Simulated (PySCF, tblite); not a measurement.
Isomers of C4H8N2OSi, one GFN2-xTB conformer each. Single-point energies are computed at PBE0/pcSseg-1 (PySCF, gas phase, no added dispersion term), electronic only.

Task: Rank them by PBE0/pcSseg-1 energy, lowest first (kcal/mol).
A. `[CH3:1][C:2](=[O:3])[NH:4][Si@H:5]1[CH2:6][CH:7]=[N:8]1` with C1–C2–N4–Si5 178°, C2–N4–Si5–C6 85°
B. `[CH3:1][C:2](=[O:3])[N:4]([CH3:5])[SiH2:6][C:7]#[N:8]` with C1–C2–N4–C5 1°, C2–N4–Si6–C7 67°

Result: B (0.0), A (0.0).

As drawn, the lower has a C≡N group, which the higher lacks; the higher has a four-membered ring, a C=N bond and an N–H bond, which the lower lacks. Neighbours under 2.5 kcal/mol apart (CC(=O)N(C)[SiH2]C#N and CC(=O)N[Si@H]1CC=N1) can change places with a better method, another conformer or zero-point energy. GFN2-xTB itself gives, in the same order: 0.0, 3.4. Both levels put the same isomer lowest.

Task: Which frontier levels, dipoles and rotational constants go with these structures?

Result: 
```
             SMILES  HOMO (eV, PBE0/pcSseg-1)  LUMO (eV)  dipole (D)      A, B, C (MHz)
CC(=O)N(C)[SiH2]C#N                     -8.04      -0.45        6.53   2671, 1274, 1052
CC(=O)N[Si@H]1CC=N1                     -6.70      -0.23        2.73  4701, 1031, 951.8
```

Task: What happens when harmonic zero-point energies from GFN2-xTB frequencies are added?

Result: 
```tsv
SMILES	ZPE (kcal/mol)	electronic (kcal/mol)	with ZPE (kcal/mol)
CC(=O)N(C)[SiH2]C#N	72.2	0.0	0.0
CC(=O)N[Si@H]1CC=N1	73.8	0.0	1.6
```

The zero-point energies span 1.6 kcal/mol. The order is unchanged.
